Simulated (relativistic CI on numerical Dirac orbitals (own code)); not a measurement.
# Cd⁴⁺: M2,3 absorption edge

Computed with this model: Dirac-Coulomb-Breit CI, orbitals from a KLI potential per configuration, model QED (radiative potential, 1s self-energy scaled to tabulated hydrogen-like ionisation energies), valence Slater integrals scaled by 0.8, multiplet model of core-to-valence dipole absorption; configurations [Kr] 4d8 → [Ne] 3s2 3p5 3d10 4s2 4p6 4d9; 300 K; Lorentzian 1.2 eV and Gaussian 0.4 eV FWHM. Energies are those of the free ion, without screening or charge transfer. The branching ratio is the share of the lower-energy edge in the whole absorption, uncertain by about 0.02 where the edges overlap. S is read from ⟨S²⟩ = S(S + 1).

Field parameters in Wybourne normalisation: D3d B²₀ = −7Dσ, B⁴₀ = −14Dq − 21Dτ, B⁴₃ = −14√(10/7) Dq. The field is a parameter set, without covalency.

Computed curve for D3d, 10Dq = 44250, Dσ = -1200, Dτ = 70 cm⁻¹, scaled to 100 at the maximum (points under 2 are left out and the grid is thinned):

(Energy (eV), Intensity): (613.00, 2.2), (613.25, 2.5), (613.75, 3.2), (614.00, 3.6), (614.50, 4.9), (614.75, 5.9), (615.25, 8.7), (615.50, 11.0), (616.00, 19.1), (616.25, 26.5), (616.75, 56.2), (617.00, 78.5), (617.50, 100.0), (617.75, 88.8), (618.00, 69.5), (618.50, 36.4), (618.75, 26.2), (619.25, 14.2), (619.50, 10.9), (620.00, 7.0), (620.25, 5.8), (620.75, 4.1), (621.00, 3.6), (621.50, 2.8), (621.75, 2.5), (622.25, 2.0), (650.25, 2.4), (650.50, 3.0), (651.00, 4.9), (651.25, 6.7), (651.75, 13.8), (652.00, 20.4), (652.50, 33.1), (652.75, 31.3), (653.25, 16.8), (653.50, 11.4), (654.00, 5.7), (654.25, 4.3), (654.75, 2.7), (655.00, 2.2)

The ground state has S = 1.00, and the centroid lies at 625.58 eV.
